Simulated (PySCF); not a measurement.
C7H10N2.
InChI=1S/C7H10N2/c1-9(2)7-5-3-4-6-8-7/h3-6H,1-2H3

Torsions of this conformer, `[CH3:1][N:2]([CH3:3])[c:4]1[cH:5][cH:6][cH:7][cH:8][n:9]1`: C1–N2–C4–C5 0°.

The closed-shell ground state was solved at several levels (PySCF, density fitting, gas phase, non-relativistic). Geometry: PBE0-D3(BJ)/def2-SVP; no solvent, vibrations or thermal averaging.

```tsv
level	basis functions	total energy (Eh)	HOMO (eV)	LUMO (eV)	gap (eV)	dipole (D)
PBE/pcSseg-1	203	-381.7354	-4.71	-1.27	3.44	2.04
CAM-B3LYP/def2-SVPD	260	-381.7984	-6.93	0.62	7.55	1.86
```

Estimate the row for PBE0/pcSseg-1, a basis of 203 functions; the other rows only guide the guess.

Total energy -381.7635 Eh, HOMO -5.72 eV, LUMO -0.38 eV, gap 5.34 eV, dipole 1.95 D.

Over all these levels, which gives the widest orbital gap and which the narrowest?

CAM-B3LYP/def2-SVPD (range-separated hybrid) has the widest, 7.55 eV, and PBE/pcSseg-1 (GGA) the narrowest, 3.44 eV. Functional and basis both differ between the two, so the spread mixes both effects.

How far do the dipole and the HOMO energy spread over the levels?

The dipole runs from 1.86 to 2.04 D (mean 1.95 D) and the HOMO from -6.93 to -4.71 eV.
